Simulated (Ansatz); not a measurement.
System: SbH2, net charge 0, doublet state. 
Coordinates optimised at B3LYP-D3(BJ)/def2-TZVP (Ansatz, a first-principles code):
SMILES: [SbH2]
```xyz
3

Sb    -0.0160    -0.0195     0.0381
H     -0.5332     1.2693    -0.9731
H      1.3506    -0.2759    -0.9706
```
Charge 0, spin multiplicity 2.

Basis-set convergence of Hartree-Fock and CCSD(T) correlation energies (hartree) with Ansatz. Valence correlation only, unless marked. UHF or UKS for open shells. Spin-orbit coupling is left out. Frozen are the shells of the preceding noble gas and the d and f shells that filled before the atom's block. In def2 rows, elements after Kr have scalar-relativistic effective core potentials.

| basis | functions | E(HF) | E(corr, CCSD(T)) |
|---|---|---|---|
| def2-SVP | 36 | -240.39429 | -0.11197 |
| def2-TZVPP | 78 | -240.40397 | -0.14008 |
| def2-QZVPP | 142 | -240.40576 | -0.14841 |

Extrapolating the two largest sets (X = 3 and 4) as X^-3: E(corr) = (64·(-0.14841) - 27·(-0.14008))/37 = -0.1545 Eh, an estimate of the basis-set limit. The largest set recovers 96.1 % of it, the smallest 72.5 %.
